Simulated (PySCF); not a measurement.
## Dipole moment and polarisability of `C#CB1SCCS1`

Species: C4H5BS2.
SMILES with atom numbers: `[CH:1]#[C:2][B:3]1[S:4][CH2:5][CH2:6][S:7]1` (hydrogens: H8 on C1; H9, H10 on C5; H11, H12 on C6)

Structure used (GFN2-xTB), in Å, numbered top down from 1:
```
atom  x, y, z in Å
C1     3.418    0.790    0.965
C2     2.286    0.532    0.646
B3     0.878    0.206    0.248
S4    -0.526    1.200    0.765
C5    -1.798    0.016    0.166
C6    -1.281   -0.729   -1.043
S7     0.474   -1.210   -0.779
H8     4.407    1.015    1.244
H9    -2.008   -0.665    0.993
H10   -2.695    0.588   -0.068
H11   -1.848   -1.641   -1.225
H12   -1.304   -0.103   -1.937
```

Level: wB97X-D/def2-SVPD (PySCF), static field, nuclei fixed, core orbitals frozen in the response. The polarisability tensor in these axes (au):

```
x   127.01   5.74  11.02
y     5.74  87.97  15.08
z    11.02  15.08  80.14
```

Task: Diagonalise the tensor; give its mean and Δα, where Δα² is half the sum of the squared differences of the eigenvalues.

Result: Principal values 67.98, 95.70 and 131.44 au; mean 98.37 au = 14.58 Å³ = 16.22 × 10⁻⁴⁰ C²·m²/J; Δα = 55.10 au (56 % of the mean).

Task: What is the dipole moment, and where does it point?

Result: (-1.60, -0.38, -0.46) D, 1.70 D in size, pointing from the negative to the positive side. Measured along this direction, the outermost atoms are H8 at the negative end and H11 and H10 at the positive end.

Task: Find the Langevin capture rate constant for NH4+ (18.034 u) meeting this molecule (127.993 u), k = 2.342 × 10⁻⁹ cm³/s × √(α in Å³ / reduced mass in u).

Result: The reduced mass is 15.81 u, so k = 2.25 × 10⁻⁹ cm³/s. The formula leaves out the permanent dipole, which adds to the capture rate.

Task: Rayleigh depolarisation ratio (linearly polarised light, static tensor)?

Result: ρ = 3Δα²/(45ᾱ² + 4Δα²) = 9109.2/(435468 + 12145.5) = 0.0204.

Task: Refractivity n − 1 of an ideal gas of it at 350 K and 1 atm, from the electronic α?

Result: N = p/kT = 2.0968 × 10¹⁹ cm⁻³, so n − 1 = 2π × N × 14.58 × 10⁻²⁴ cm³ = 1921 × 10⁻⁶ at long wavelengths.

Task: Sum over states: ᾱ = Σ f/ω², ω in Eh. What share falls to these 8 lowest TDDFT singlets (eV, f)? 4.89, 0.0926; 4.98, 0.0012; 5.52, 0.1375; 5.74, 0.0011; 6.26, 0.0013; 6.55, 0.0034; 6.57, 0.0070; 6.71, 0.0006.

Result: They add up to 6.49 au, 6.6 % of the 98.37 au; the largest single term is 3.35 au, from the state at 5.52 eV. Terms in order: 2.87, 0.04, 3.35, 0.02, 0.02, 0.06, 0.12, 0.01 au. Higher excitations give the rest. The strengths listed sum to 0.245.

Isolated species at its GFN2-xTB geometry (one conformer only).

These values come from a run that also computed excited states. On an Arm Neoverse V1 with one thread, no GPU (shared host), this took 37 s of wall time.

The pairwise dispersion term of wB97X-D wasn't added to the energies; at a given geometry it leaves orbitals and properties as they are.
